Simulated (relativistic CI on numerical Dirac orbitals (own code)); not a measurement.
Zeeman pattern of Cd+ 2144.41 Å at 0.5 T

Problem. The line 4d10 5s 2S_1/2 – 4d10 5p 2P°_3/2 of Cd+ lies at 2144.41 Å (air; NIST Handbook). Calculate its Zeeman pattern at B = 0.5 T, seen across the field, in LS coupling, and compare it with the Doppler width at an assumed gas temperature of 400 K.

Working.
1. Landé factors g = 3/2 + [S(S + 1) − L(L + 1)]/[2J(J + 1)]: lower 2.0000, upper 1.3333.
2. The unit is μB B/hc = 0.46686 × 0.5 = 0.2334 cm⁻¹, or 10.7 mÅ at this wavelength. A component is shifted by g_u m_u − g_l m_l units. Seen across the field, the strengths for lower J and m are (J + 1)² − m² (π) and ¼(J + m + 1)(J + m + 2) (σ).
3. π components (Δm = 0), symmetric about zero, as shift (strength, strongest of all = 100): ±0.333 (100).
4. σ components with Δm = +1, mirrored for −1: 1.000 (75), 1.667 (25).
5. The centre of the σ group lies at ḡ = 1.167 units, 12.5 mÅ from the line centre.
6. The Doppler width is 7.16 × 10⁻⁷ λ √(T/M) = 2.9 mÅ (FWHM, M = 114), so the sum of Gaussians shows separate peaks away from the centre.

Check. A relativistic CI calculation gives g = 2.0022 and 1.3340 for the two levels. The nearest fine-structure partner lies 2482 cm⁻¹ away, 10635 Zeeman units, so the weak-field formulas hold; hyperfine structure, which matters at weak fields for isotopes with nuclear spin, is neglected.
